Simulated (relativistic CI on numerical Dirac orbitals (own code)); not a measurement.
Method of calculation: Dirac-Coulomb-Breit CI, separate exchange-only KLI orbitals for each configuration, model QED, unscaled Slater integrals (own radial code, finite nucleus).

The strongest absorption lines from the ground level of an ion, among the configurations computed and to levels below about 16800 eV (vacuum wavelength in nm, gf): 0.07451 (0.24), 0.08500 (0.49), 0.09229 (0.24), 0.09482 (1), 0.09656 (0.33), 0.11155 (2.3), 0.11338 (0.099), 0.12400 (0.17).

Which ion is it?
A. Re65+
B. Tl69+
C. Tl71+
D. Tl73+

C. Tl71+ has 10 electrons and the ground level 2s2.2p6 1S_0; the strongest line goes to 2s2.2p5.3d 1P°_1. The pattern of lines fixes the number of electrons, and along that sequence the line energies rise steadily with the charge (about as its square where n changes within one kind of shell, about linearly where n is kept but much faster in heavy ions where fine structure, which grows about as Z⁴, sets the gap, and irregularly where shells cross), which fixes Z. Configurations outside the model, such as inner-shell arrays, can give stronger lines. At this charge energies of transitions that change n are usually good to better than 1 %, and those within a shell (Δn = 0) to a few per cent.

LS names give the leading component of a level, which can be under half, so a name can repeat, a term be missing and a line seem to break the LS rules.
